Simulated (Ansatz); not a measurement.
`CC(=O)OB(Cl)Cl` + H₂ → `CC(=O)OBCl` + HCl at 400 K and 1 bar (hydrogenolysis of a B–Cl bond).

Computed with Ansatz on PBE0-D4/def2-TZVP structures; ΔE is electronic, products minus reactants. CCSD(T)/CBS adds triple-zeta CCSD(T) − MP2 to the extrapolated MP2 energy (def2 sets, frozen cores). This one scheme is used for every species. Each species was taken in one conformer, which may not be the lowest.

```tsv
species	CCSD(T)/CBS energy (Eh)	H − E (kJ/mol)	S (J/(mol·K))
`CC(=O)OB(Cl)Cl`	-1172.74575	189.9	420.6
H₂	-1.17544	38.0	139.0
`CC(=O)OBCl`	-713.52185	205.6	385.9
HCl	-460.38127	29.6	195.4
```

H − E and S are ideal-gas, rigid-rotor, harmonic terms from PBE0-D4/def2-TZVP, for one conformer and one mirror image of each species. For small species the MP2-based limit differs from directly extrapolated CCSD(T) by up to some mEh (0.8 for H₂); such offsets cancel only in part. 1 Eh = 2625.50 kJ/mol, R = 8.31446 J/(mol·K).

Problem. By hand: ΔE, ΔH, ΔS and ΔG.

Solution. ΔE = (-713.52185) + (-460.38127) − (-1172.74575) − (-1.17544) = 0.01807 Eh = 47.4 kJ/mol. Δ(H − E) = 205.6 + 29.6 − 189.9 − 38.0 = 7.3, so ΔH = 54.7 kJ/mol. ΔS = 385.9 + 195.4 − 420.6 − 139.0 = 21.7 J/(mol·K). ΔG = 54.7 − 400 × (21.7)/1000 = 46.0 kJ/mol.

Problem. By hand: the equilibrium constant, and the temperature at which ΔG would vanish if ΔH and ΔS stayed fixed.

Solution. log₁₀ K = −ΔG/(RT ln 10) = -6.0. ΔG = 0 at ΔH/ΔS = 2521 K, far beyond where these terms or the molecules hold.

ΔH outweighs TΔS. A doubt of 5 kJ/mol in ΔE shifts log₁₀ K by 0.7 here. Other conformers and mirror images would add mixing entropy, several J/(mol·K) or more a flexible species. Modes under 60 cm⁻¹, often nearly free rotors, make the harmonic entropy too high. These are equilibria of isolated gas molecules and say nothing of rates. Largest T1 diagnostic: 0.014 (customary marks: 0.02 for closed shells, 0.045 for open ones).
